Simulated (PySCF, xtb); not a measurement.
C2H8O2Si2, SMILES O[Si@@H]1[SiH2][C@H](O1)C. The values are those of a single conformer.

Harmonic wavenumbers (cm⁻¹) from GFN2-xTB run with xtb 6.7.1 at its own minimum, in rising order: 85, 136, 179, 206, 242, 265, 341, 399, 427, 470, 523, 548, 615, 661, 692, 773, 778, 826, 905, 930, 989, 1061, 1107, 1214, 1299, 1398, 1483, 1505, 2183, 2220, 2267, 2899, 3010, 3023, 3030, 3664.

Question: What does PBE-D3(BJ)/def2-SVP run with PySCF 2.14.0 give at its own minimum? (An estimate is asked for; the answer gives what the named calculation found.)

Answer: 45, 134, 218, 236, 253, 333, 341, 412, 422, 471, 551, 625, 666, 699, 777, 778, 871, 878, 893, 909, 954, 1027, 1090, 1189, 1289, 1336, 1399, 1421, 2133, 2152, 2188, 2955, 2962, 3051, 3062, 3755. Paired by order, the mean absolute difference is 41 cm⁻¹ and the zero-point energies are 60.5 and 60.7 kcal/mol.
